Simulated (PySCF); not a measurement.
Sr: ionisation energy

Sr [Kr] 5s2 (1S) → Sr+ [Kr] 5s1 (2S), as a difference of total energies. Calculation: PySCF 2.14, in x2c-TZVPall; scalar relativity by spin-free X2C-1e. Correlated levels: valence: [Kr] frozen. The calculations carry no spin-orbit coupling.

```
           method  ionisation energy (eV)  error (eV)
              UHF                   4.746      -0.949
             TPSS                   5.593      -0.102
           M06-2X                   5.917      +0.222
    MP2 (valence)                   5.216      -0.479
SCS-MP2 (valence)                   5.310      -0.385
```

Reference: 5.695 eV (measured; NIST Atomic Spectra Database, ionization energies).

Errors of the correlated levels include the incompleteness of this basis and the frozen core.

MP2 underrates the near-degeneracy of ns² with np² in the lower species.
